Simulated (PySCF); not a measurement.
A calculated (HSE06, PySCF 2.14, aug-cc-pVQZ-DK, scalar relativity by spin-free X2C-1e) atom or ion has these occupied shells.

```tsv
shell	electrons	orbital energy (eV)	rms radius, mean of both spins (bohr)
1s α	1	-112.39	0.488
1s β	1	-111.71	0.488
2s α	1	-7.286	2.75
2p α	1	-3.675	3.22
```

Q: Name the element and its charge.

A: Be (beryllium, neutral), in [He] 2s1 2p1, high-spin 3P determinant (an excited configuration).
